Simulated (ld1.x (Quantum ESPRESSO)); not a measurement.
**Before and after: RRKJ potential for sulfur (S)**

```
Element                 : S
Generator               : ld1.x (Quantum ESPRESSO) 7.5
Type                    : norm-conserving RRKJ (Kleinman–Bylander form)
Functional              : LDA (PZ)
Relativity              : scalar-relativistic
Frozen core             : [Ne]
Valence charge          : 6
Reference configuration : 3s2 3p3.5 (charge +0.5)
Partial waves           : 3p (bound): rc 1.25 bohr; 3d channel at 0.4 Ry: rc 1.00 bohr; 3s (bound): rc 1.15 bohr
Local potential         : the s channel
Core correction         : Bessel-smoothed model core inside 0.85 bohr
rho0                    : 0.001
```

Change: wave 3p (bound): rc 1.25 bohr becomes 3p (bound): rc 1.42 bohr.

Cutoffs: the cutoffs (Ry, on a coarse ladder) from which the occupation-weighted sum of valence levels, in a spherical-Bessel basis at the reference potential, stays within 10 and 1 mRy of its value at 400 Ry; they do not see the model core or the augmentation charge, which bear on the density cutoff. Errors are all-electron minus pseudo energies relative to the spin-unpolarised reference configuration.

Problem. How do hardness, ghosts and transferability respond?

Solution. The potential gets neither clearly harder nor softer (60 Ry and 120 Ry → 55 Ry and 120 Ry); the s channel sets the loose cutoff, while the largest relative change is in p, which becomes harder; of the 9 tests that both files solve, the error grows in 5 and shrinks in 1 by more than 15 % and 0.3 meV (median size 3.0 → 12.7 meV); neither file shows a bound ghost.

```csv
quantity,base,changed
"cutoff, loose",60 Ry,55 Ry
"cutoff, tight",120 Ry,120 Ry
loose cutoff by channel (10 mRy a level),"p 10 Ry, s 50 Ry","p 15 Ry, s 50 Ry"
bound ghosts,none,none
"error for 3s2 3p4, meV [ΔE -4.71 eV]",+1.3,+1.2
"error for 3s2 3p3, meV [ΔE 7.15 eV]",+1.1,+1.1
"error for 3s2 3p2, meV [ΔE 29.53 eV]",+19,+20
"error for 3s2 3p0, meV [ΔE 110.67 eV]",+190,+232
"error for 3s0 3p6, meV [ΔE 15.90 eV]",-3.0,-13
"error for 3s1 3p5, meV [ΔE 5.53 eV]",-0.5,-2.7
"error for 3s1 3p4, meV [ΔE 17.95 eV]",+1.9,-1.5
"error for 3s2 3p3.5 (spin-polarised), meV [ΔE -1.22 eV]",+12,+22
"error for 3s2 3p4 (spin-polarised), meV [ΔE -5.41 eV]",+8.1,+14
```
